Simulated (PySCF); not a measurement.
# Structure elucidation problem

The spectra below were simulated for a compound C9H12FN.

¹H NMR (400 MHz, computed): δ 4.94 (m, 1H), 2.46 (m, 1H), 2.37 (m, 2H), 2.26 (m, 2H), 2.24 (m, 2H), 2.01 (m, 2H), 1.87 (m, 2H).

¹³C{¹H} NMR (computed): δ 125.7 (C), 90.6 (CH), 41.0 (CH), 38.8 (CH2), 36.1 (CH), 30.7 (CH2).

Calculated, not measured (PySCF): GFN2-xTB structure, PBE0/pcSseg-1 with gauge-including orbitals. No relativistic terms, fast rotation and ring inversion assumed for equivalent nuclei, isolated molecule, one computed conformer.

Chemical shifts δ = σref − σ; ¹H and ¹³C vs TMS, all at this level.

Which candidate is it?
A. N#C[C@@H]1C[C@H]2CC[C@@H]1[C@@H](F)C2
B. N#C[C@H]1[C@@H]2CC[C@H]1C[C@@H](F)C2
C. C[C@@H](F)[C@@H](C)c1ccccn1

## Answers

B. 

- Rings plus π bonds: 4 (2 rings in the answer).
- 6 carbon signals for 9 carbons: some carbons are equivalent by symmetry or fast rotation.
- Carbon types of the structure: 1 × C, 4 × CH, 4 × CH2, which accounts for all hydrogens.
- δC 125.7: nitrile carbon; C≡N carbons fall here, among the sp2 signals but without a proton.
- δC 90.6: sp3 CH bonded to F; deshielded by the electronegative neighbour.
- δC 38.8, 30.7: sp3 CH2 in a ring; aliphatic region, no heteroatom directly attached.
- δC 36.1: sp3 CH α to a nitrile; aliphatic region, no heteroatom directly attached.
- δH 4.94: hydrogen on an sp3 CH bonded to F; its carbon carries F, which withdraws density.

The others: N#C[C@@H]1C[C@H]2CC[C@@H]1[C@@H](F)C2 would give 9 carbon signals, not 6; C[C@@H](F)[C@@H](C)c1ccccn1 would give 9 carbon signals, not 6.

Splittings by ¹⁹F in the carbon and heteronuclear signals aren't shown, as no couplings were computed. Shifts are as computed. Against solution values, carbons near 30 ppm lie about +3 ppm off and those near 130 ppm about +5 ppm. Of 1211 compounds with measured shifts, 218 miss one by over three times the rms of a fit or turn the order of signals round; such compounds aren't used in these exercises. No couplings were computed; multiplicities are counted from neighbouring protons, with m where these are inequivalent, close in shift, in a saturated or five-membered ring or joined by F or P, and br s for small geminal =CH2 splittings.
